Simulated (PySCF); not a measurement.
Computed shifts of a molecule C₄H₃BrClF, PySCF with KT2/pcSseg-1, GIAO, gas phase, equivalent atoms averaged, in ppm (number of nuclei): ¹³C: 207.1 (1), 114.7 (1), 112.4 (1), 90.7 (1). ¹⁹F: -167.0 (1). ¹H: 7.13 (1), 6.08 (2). References: ¹³C against TMS (σ = 185.1 ppm); ³⁵Cl against HCl (σ = 945.4 ppm); ¹⁹F against CFCl3 (σ = 127.1 ppm); ¹H against TMS (σ = 31.47 ppm), references at their B3LYP-D3(BJ)/def2-TZVP geometries, non-relativistic (without spin–orbit terms, shifts of atoms bonded to Cl or Br come out too high). Coordinates come from a B3LYP-D3(BJ)/def2-SVP optimisation. One conformer was computed; it need not be the lowest.

Problem. Pick the molecule that these values belong to.
(A) C=C=C(F)[C@@H](Cl)Br
(B) FC=C=C(Br)CCl
(C) C=C=C(Cl)[C@H](F)Br
(D) C=C=C(Br)[C@H](F)Cl

Solution. C, C=C=C(Cl)[C@H](F)Br
